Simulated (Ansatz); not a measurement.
Molecule: MoH$_{5}$, net charge 0, doublet state. The spin state was set by rule; other spins were not relaxed. SMILES: [MoH5]
Coordinates optimised at B3LYP-D3(BJ)/def2-TZVP (Ansatz, a quantum-chemistry and plane-wave program):
```xyz
6

Mo     0.0359     0.0055    -0.0157
H      0.5949     1.3471    -0.9116
H     -1.0824     0.3815     1.1428
H      0.7019    -0.1992     1.5155
H     -1.5709    -0.3261    -0.2217
H     -0.1505    -1.4341    -0.8658
```
Charge 0, spin multiplicity 2.

Wanted: atomisation energy (electronic, to ground-state atoms), in kcal/mol. Valence correlation only, unless marked. Open shells are spin-unrestricted. Spin-orbit coupling is left out. The frozen core is the preceding noble-gas configuration, with the filled d and f shells of earlier blocks. In def2 rows, elements after Kr have scalar-relativistic effective core potentials. The coupled-cluster limit lacks core correlation, which all-electron functionals hold. Basis-set limits of correlation are two-point, X^-3; Hartree-Fock from the larger set. [CCSD(T)-MP2]/basis is that difference in the basis named.

```json
[
 {"level": "RI-HF/def2-QZVPP", "program": "Ansatz", "atomisation energy (kcal/mol)": "139.4"},
 {"level": "PBE-D3(BJ)/def2-TZVPD", "program": "Ansatz + dftd3", "atomisation energy (kcal/mol)": "302.6"},
 {"level": "revPBE-D3(BJ)/def2-TZVPD", "program": "Ansatz + dftd3", "atomisation energy (kcal/mol)": "297.8"},
 {"level": "r2SCAN/def2-TZVPD", "program": "Ansatz", "atomisation energy (kcal/mol)": "290.6"},
 {"level": "PBE0-D3(BJ)/def2-TZVPD", "program": "Ansatz + dftd3", "atomisation energy (kcal/mol)": "283.0"},
 {"level": "PBE0-D4/def2-TZVPD", "program": "Ansatz + dftd4", "atomisation energy (kcal/mol)": "283.3"},
 {"level": "r2SCANh-D4/def2-TZVPD", "program": "Ansatz + dftd4", "atomisation energy (kcal/mol)": "285.1"},
 {"level": "LC-wPBE-D3(BJ)/def2-TZVPD", "program": "Ansatz + dftd3", "atomisation energy (kcal/mol)": "279.1"},
 {"level": "RI-MP2/CBS(def2-TZVPP,def2-QZVPP)+[CCSD(T)-MP2]/def2-TZVPP", "program": "Ansatz", "atomisation energy (kcal/mol)": "293.1"},
 {"level": "RI-MP2/CBS(def2-TZVPPD,def2-QZVPPD)+[CCSD(T)-MP2]/def2-TZVPPD", "program": "Ansatz", "atomisation energy (kcal/mol)": "293.1"}
]
```
